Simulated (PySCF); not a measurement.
Working out the excitation energy of B⁺

B⁺ [He] 2s2 (1S) → B⁺ [He] 2s1 3s1 (3S). Computed with PySCF 2.14 in aug-cc-pVTZ-DK, with the spin-free X2C one-electron Hamiltonian (Gaussian nucleus). Frozen: 1s2. Energies in hartree (1 hartree = 27.21139 eV):

```tsv
part	B⁺ (lower)	B⁺ (upper)
UHF	-24.243642	-23.703020
MP2 opposite-spin	-0.036002	0.000000
MP2 same-spin	0.000000	-0.003194
```

Task: What does Hartree-Fock give?

Result: (-23.703020) − (-24.243642) = 0.540622 hartree = 14.711 eV.

Task: What do MP2 and SCS-MP2 (6/5 opposite-spin, 1/3 same-spin) give?

Result: The opposite-spin parts differ by 0.980 eV and the same-spin parts by -0.087 eV. MP2: 14.711 + (0.980) + (-0.087) = 15.604 eV. SCS-MP2: 14.711 + 1.2 × (0.980) + (-0.087)/3 = 15.858 eV.

Measured between the centres of the two terms (NIST): 16.090 eV, so MP2 (valence) is off by -0.486 eV.

What remains against the reference includes basis incompleteness, the frozen core and correlation beyond second order.
